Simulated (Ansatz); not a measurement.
`[SiH3][Ga]([SiH3])[SiH3]` and `[SiH3]B([SiH3])[SiH3]` differ in one element.

Ansatz, PBE0-D4/def2-TZVP geometries, multiplicity 1. 

Scalar relativity is left out up to krypton.

```json
{"property": "HOMO energy (PBE/def2-TZVPP) / eV", "`[SiH3][Ga]([SiH3])[SiH3]`": "-6.29"}
{"property": "HOMO–LUMO gap (PBE/def2-TZVPP) / eV", "`[SiH3][Ga]([SiH3])[SiH3]`": "2.91"}
{"property": "HOMO energy (ωB97M-V/def2-TZVPP) / eV", "`[SiH3][Ga]([SiH3])[SiH3]`": "-9.21"}
{"property": "LUMO energy (PBE/def2-TZVPP) / eV", "`[SiH3][Ga]([SiH3])[SiH3]`": "-3.38"}
{"property": "HOMO–LUMO gap (PBE0/def2-TZVPP) / eV", "`[SiH3][Ga]([SiH3])[SiH3]`": "4.65"}
{"property": "HOMO energy (B3LYP/def2-TZVPP) / eV", "`[SiH3][Ga]([SiH3])[SiH3]`": "-7.08"}
```

(1) What does the change do to each property? (An estimate is asked.)

Results:

(1) The calculation gave: 
```csv
property,`[SiH3]B([SiH3])[SiH3]`,shift
HOMO energy (PBE/def2-TZVPP) / eV,-6.84,-0.55
HOMO–LUMO gap (PBE/def2-TZVPP) / eV,2.80,-0.11
HOMO energy (ωB97M-V/def2-TZVPP) / eV,-10.09,-0.88
LUMO energy (PBE/def2-TZVPP) / eV,-4.04,-0.66
HOMO–LUMO gap (PBE0/def2-TZVPP) / eV,4.84,0.19
HOMO energy (B3LYP/def2-TZVPP) / eV,-7.81,-0.73
```

With PBE0 the HOMO falls by 0.72 eV and the LUMO falls by 0.52 eV, so the gap widens by about 0.20 eV. PBE moves the HOMO by -0.55 eV and ωB97M-V by -0.88 eV.

B3LYP here is the variant with VWN-RPA as its local correlation; programs differ in this.
